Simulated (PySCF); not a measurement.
## Energy profile

The step: ZnBrCl + H₂ → ZnHCl ([Cl][ZnH]) + HBr; bonds formed: Zn1–H5, Br2–H4; bonds broken: Zn1–Br2, H4–H5 (atoms numbered as in the saddle structure below).

Zn1  (-0.544, 0.067, 0.391)
Br2  (1.086, -0.831, -1.481)
Cl3  (-2.473, -0.610, 0.864)
H4  (1.146, 0.355, -0.328)
H5  (0.785, 1.019, 0.553)
(Å)

Electronic energies by CCSD(T) at an estimated basis limit (MP2 extrapolated from triple and quadruple zeta, plus CCSD(T) − MP2 in triple zeta), on PBE0-D4/def2-TZVP structures; ZnH2BrCl, singlet; no counterpoise correction. Computed with PySCF 2.14 with density fitting (its default auxiliary sets; JK sets also for MP2 and CCSD(T)) (basis: def2-TZVPP and def2-QZVPP); correlated methods freeze the cores. The 3s and 3p shells of Cu and Zn are frozen; filled d shells are correlated. The def2 sets are not built for correlating such inner shells, so the correlated values are less sure here. Extrapolation: Hartree–Fock as exp(−7.88 √X), correlation as X^−2.97.

(1) Give the profile in kJ/mol, counted from the separated reactants. (An estimate is asked for; the value comes from the calculation.)

T1 diagnostic: at most 0.015.

Results:

(1) The calculation gives:
| point | kJ/mol |
| --- | --- |
| separated: ZnBrCl (linked as [Cl][Zn][Br]; Zn1, Br2, Cl3; singlet) + H2 (H4, H5; singlet) | 0.0 |
| start structure | -4.8 |
| saddle | 161.8 |
| end structure | 108.9 |
| separated: ZnHCl (linked as [Cl][ZnH]; Zn1, Cl3, H5; singlet) + HBr (Br2, H4; singlet) | 124.4 |

For scale, one of the runs: CCSD(T)/def2-TZVPP, 182 basis functions, launched by `OMP_NUM_THREADS=4 python run.py`. Time: 8.2 min of wall clock on 4 CPU threads of an Arm Neoverse V1; the host was shared. Peak host memory: 2.3 GiB.
